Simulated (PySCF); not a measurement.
Geometries of 2 isomers of C8H6Se, from PySCF 2.14.0, PBE0-D3(BJ)/def2-SVP geometry optimisation, gas phase. One conformer each, no zero-point energy, no frequencies.

Problem. Which is lower in electronic energy at this level?
A.
```xyz
15
angstrom
C     -2.038   -0.703   -0.061
C     -2.209    0.677    0.136
C     -1.111    1.521    0.231
C      0.169    0.970    0.125
Se     1.810    1.874    0.215
C      2.633    0.215   -0.034
C      1.748   -0.805   -0.157
C      0.363   -0.419   -0.073
C     -0.768   -1.249   -0.165
H     -2.915   -1.350   -0.133
H     -3.216    1.092    0.217
H     -1.248    2.593    0.384
H      3.721    0.143   -0.068
H      2.058   -1.842   -0.309
H     -0.637   -2.323   -0.318
```
B.
```xyz
15
angstrom
C      2.855   -1.265    0.597
C      2.124   -0.726   -0.208
C      1.280   -0.112   -1.177
C      0.205    0.591   -0.879
C     -0.887    1.256   -0.573
C     -0.914    2.662   -0.358
C     -0.987    3.857   -0.168
Se    -2.598    0.394   -0.374
C     -2.003   -1.430   -0.621
H      3.499   -1.736    1.316
H      1.557   -0.241   -2.234
H     -1.038    4.918    0.000
H     -1.236   -1.684    0.123
H     -2.888   -2.063   -0.473
H     -1.610   -1.576   -1.636
```

Solution. A. That is benzo[b]selenophene, `c1ccc2[se]ccc2c1`, 145.5 kcal/mol below the other.

```csv
SMILES,atoms numbered as above,E (Eh),relative (kcal/mol),relative (kJ/mol),dipole (D)
c1ccc2[se]ccc2c1,[cH:1]1[cH:2][cH:3][c:4]2[se:5][cH:6][cH:7][c:8]2[cH:9]1,-2708.87098,0.0,0.0,0.43
C#CC=C=C(C#C)[Se]C,[CH:1]#[C:2][CH:3]=[C:4]=[C:5]([C:6]#[CH:7])[Se:8][CH3:9],-2708.63907,145.5,608.9,1.14
```

As drawn, the lower has an aromatic ring, which the higher lacks; the higher has a C≡C bond, cumulated double bonds and a C=C bond outside aromatic rings, which the lower lacks.
